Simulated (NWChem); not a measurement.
**Ionisation of AlF4 (-1)**

```
Al
F 1 1.7000
F 1 1.7000 2 109.47
F 1 1.7000 2 109.47 3 120.00
F 1 1.7000 2 109.47 3 -120.00
```
Charge -1, spin multiplicity 1.

All runs are NWChem calculations. The geometry was optimised at B3LYP/def2-SVP, a minimum by its harmonic frequencies.

Basis set: def2-SVPD. −ε marks an orbital energy of the parent.

B3LYP has NWChem's definition, with VWN1-RPA local correlation. The structure started from a generated list of species. The anion's geometry comes from a basis without diffuse functions.

Problem. One of these methods gave a first vertical ionisation energy of 11.05 eV. Which?
A. −ε(HOMO) of PBE
B. −ε(HOMO) of HF
C. −ε(HOMO) of PBE0
D. −ε(HOMO) of B3LYP

Solution. B, −ε(HOMO) of HF. The others give 5.58 (−ε(HOMO) of PBE0), 5.28 (−ε(HOMO) of B3LYP), 3.52 (−ε(HOMO) of PBE).
